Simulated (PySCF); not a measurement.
This script is equivalent to a calculation on Si(3+) (silicon, charge +3).

```python
from pyscf import gto, scf, dft, mp, cc
import basis_set_exchange as bse
mol = gto.M(atom="Si 0 0 0", charge=3, spin=1, symmetry="D2h",
            basis=gto.basis.parse(bse.get_basis("aug-cc-pwCVTZ", elements=["Si"], fmt="nwchem")))
mf = dft.UKS(mol, xc="PBE0")
mf.irrep_nelec = {'Ag': (3, 2), 'B1u': (1, 1), 'B2u': (1, 1), 'B3u': (1, 1)}
mf.kernel()
```

(1) What total energy does it give?

(2) Which occupied shell lies highest, and where?

(3) What is ⟨S²⟩, and what would a pure spin state give?

Results:

(1) -287.129 hartree (calculated).

(2) 3s α, at -41.517 eV.

(3) 0.750, against 0.75.
